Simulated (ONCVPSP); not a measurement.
## W (Z = 74), ONCV: configuration errors across variants

tungsten, optimised norm-conserving Vanderbilt (ONCV), made with ONCVPSP 4.0.1 (PBE, scalar-relativistic). Core [Xe] 4f14, reference 5d4 6s2. Waves: 6s: rc 2.90 bohr, ncon 4, nbas 8, qcut 2.6 1/bohr, 2 projectors, debl 0.7 Ha; p scattering state at 0.07 Ha: rc 3.10 bohr, ncon 4, nbas 7, qcut 2.4 1/bohr, 2 projectors, debl 2.3 Ha; 5d: rc 2.45 bohr, ncon 4, nbas 9, qcut 7.3 1/bohr, 2 projectors, debl 2.2 Ha. Local part: polynomial inside 1.95 bohr (lpopt 5, dvloc0 2 Ha). Core correction: Teter function, fcfact 5.5, rcfact 1.1.

In the p channel the program set the typed energies aside and used 0.050, 2.350 Ha.

All-electron excitation energies from the reference (eV): (1) 5d4 6s1 8.883; (2) 5d4 6s0 24.563; (3) 5d3 6s0 49.945; (4) 5d3 6s2 6p1 4.018.

1 further variants failed, have other tests or too few solved ones, and are left out.

Errors AE − PS in meV (a dash: test not solved or not reliable):

```csv
change,(1),(2),(3),(4),bound ghosts,GHOST(+) flags above zero
base,+0.3,+40,+77,-59,none,"s, p"
p: nproj 3,+0.3,+40,+77,-60,none,"s, p"
"all radii but the core radius scaled by about 1.25 (s 3.62, p 3.88, d 3.06 bohr); local potential polynomial inside 2.44 bohr (lpopt 5, dvloc0 2 Ha)",-3.0,-3.3,-102,-14,none,s
"core correction Teter function, fcfact 4.5, rcfact 1.1",+0.8,+45,+91,-56,none,"s, p"
```

Question: Give the same row for: s: qcut 2.4.

Answer: +0.9, +41, +58, -56; bound ghosts: none; GHOST(+) flags above zero: s, p.
